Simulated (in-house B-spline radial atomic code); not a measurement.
## Functionals against successive ionisation energies: V⁺ to V⁵⁺

Ionisation energies as differences of self-consistent total energies from a B-spline radial code for spherical atoms: all electrons, radial basis limit, scalar-relativistic (one-electron X2C), spin-polarised at highest spin, spherical densities; exact exchange is averaged over the determinants of each configuration. No spin-orbit coupling, Breit or QED terms. NIST's values run from ground level to ground level, so in open shells the differences also hold multiplet and fine-structure energies that spherical high-spin averages miss. Columns give computed minus NIST, in eV; a star marks a semi-empirical value. Species are left out where the tabulated value is theory, is uncertain by more than 0.12 eV, or (13 ions, such as In⁴⁺, Te⁴⁺ and Bi⁴⁺) lies off its series for all methods alike, which flatters the means a little.

| species | shell | NIST (eV) | PBE | BLYP | RPBE | B3LYP | LC-wPBE | revTPSS |
| --- | --- | --- | --- | --- | --- | --- | --- | --- |
| V⁺ | 3d | 14.63 ± 0.007 | +1.18 | +1.04 | +1.09 | +0.93 | +0.85 | +0.92 |
| V²⁺ | 3d | 29.31 | +0.58 | +0.48 | +0.50 | +0.50 | +0.49 | +0.30 |
| V³⁺ | 3d | 46.71 ± 0.005 | -0.07 | -0.13 | -0.14 | -0.03 | -0.04 | -0.40 |
| V⁴⁺ | 3d | 65.28 | +0.25 | +0.22 | +0.18 | +0.38 | +0.36 | -0.20 |
| V⁵⁺ | 3p | 128.12 ± 0.03 | +0.22 | +0.05 | +0.20 | +0.33 | +0.34 | +0.38 |

**Question.** How do the methods rank, and which species is hardest?

**Answer.** Mean absolute (signed) differences: BLYP 0.38 (+0.33) eV; LC-wPBE 0.42 (+0.40) eV; RPBE 0.42 (+0.37) eV; B3LYP 0.43 (+0.42) eV; revTPSS 0.44 (+0.20) eV; PBE 0.46 (+0.43) eV. For V⁺, which loses a 3d electron, the nearest method is off by +0.85 eV, the largest such miss.
